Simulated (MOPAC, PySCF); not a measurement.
BI$_{3}$, SMILES `IB(I)I`, neutral singlet in the gas phase. 

Z-matrix (Å, degrees):
```
B
I 1 2.1126
I 1 2.1127 2 119.95
I 1 2.1128 2 120.00 3 -179.88
```
Charge 0, multiplicity 1.

All levels are single points at this geometry (CAM-B3LYP-D3(BJ)/def2-TZVP); Pople sets use spherical d functions. Orbital energies aren't observables, and empty levels follow the basis.

| level | HOMO (eV) | LUMO (eV) | gap (eV) | dipole (D) | vertical IE, Delta-SCF (eV) |
|---|---|---|---|---|---|
| CAM-B3LYP-D3(BJ)/def2-TZVP in PySCF | -8.60 | -1.44 | 7.16 | 0.00 | – |
| PBE-D3(BJ)/def2-TZVP in PySCF | -6.25 | -3.23 | 3.02 | 0.00 | – |
| TPSSh-D3(BJ)/def2-TZVP in PySCF | -6.80 | -2.88 | 3.91 | 0.00 | – |
| B3LYP/6-311+G** (LANL2DZ on I) in PySCF | -7.20 | -2.53 | 4.68 | 0.00 | – |
| B3LYP/6-31G* (LANL2DZ on I) in PySCF | -7.20 | -2.51 | 4.68 | 0.00 | 9.22 |
| B3LYP/LANL2DZ in PySCF | -7.24 | -2.64 | 4.60 | 0.00 | – |
| M06-2X/6-31G* (LANL2DZ on I) in PySCF | -8.35 | -1.79 | 6.56 | 0.00 | – |
| PBE/6-31G* (LANL2DZ on I) in PySCF | -6.33 | -3.17 | 3.17 | 0.00 | 8.91 |
| SVWN5/6-31G* (LANL2DZ on I) in PySCF | -6.38 | -3.31 | 3.07 | 0.00 | 8.97 |
| HF/6-31G* (LANL2DZ on I) in PySCF | -9.88 | 0.87 | 10.75 | 0.00 | 9.58 |
| AM1 in MOPAC | -10.87 | -2.21 | 8.66 | 0.00 | – |
| PM6 in MOPAC | -9.76 | -3.62 | 6.15 | 0.00 | – |
| PM7 in MOPAC | -9.62 | -3.13 | 6.49 | 0.00 | – |
